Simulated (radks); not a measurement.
Values are calculated unless marked as measured or tabulated.
Valence configurations of P IV (all share [Ne]). Code: a radial shooting solver on a logarithmic mesh with Libxc functionals. Model: non-relativistic Kohn-Sham, TPSS, spin-unpolarised, spherical densities, point nucleus; meta-GGA in the generalised Kohn-Sham scheme. Energies are relative to 3s2; eigenvalues in eV.

3s2: E (eV) 0.000; e(3s) -45.580
3s1.5 3p0.5: E (eV) 5.158; e(3p) -35.514; e(3s) -45.830
3s1 3p1: E (eV) 10.314; e(3p) -35.765; e(3s) -46.072
3s0.5 3p1.5: E (eV) 15.464; e(3p) -36.014; e(3s) -46.305
3p2: E (eV) 20.604; e(3p) -36.259

NIST lists [Ne] 3s2 as the ground configuration; this level of theory agrees among the configurations tried. The energies are those of spherical spin-averaged densities, not of single terms.
